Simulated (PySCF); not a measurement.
C4H6BrF, SMILES F/C=C/CCBr. The structure is a stationary point at PBE-D3(BJ)/def2-SVP. The structure was generated by enumeration; whether it is a known compound was not checked. The values are those of a single conformer.

Computed equilibrium geometry at PBE-D3(BJ)/def2-SVP (PySCF confirms it by a frequency run) as Cartesian coordinates in Å, and its point group (one conformer of several):
point group Cs.
```xyz
12

F      0.4258    -4.1063     0.0000
C      0.3840    -2.7620     0.0000
C     -0.7750    -2.0868     0.0000
C     -0.9248    -0.5890     0.0000
C      0.3886     0.1788     0.0000
Br     0.0887     2.1182     0.0000
H      1.3930    -2.3166     0.0000
H     -1.7036    -2.6827     0.0000
H     -1.5276    -0.2800     0.8827
H     -1.5276    -0.2800    -0.8827
H      0.9959    -0.0335     0.9001
H      0.9959    -0.0335    -0.9001
```
Charge 0, spin multiplicity 1.
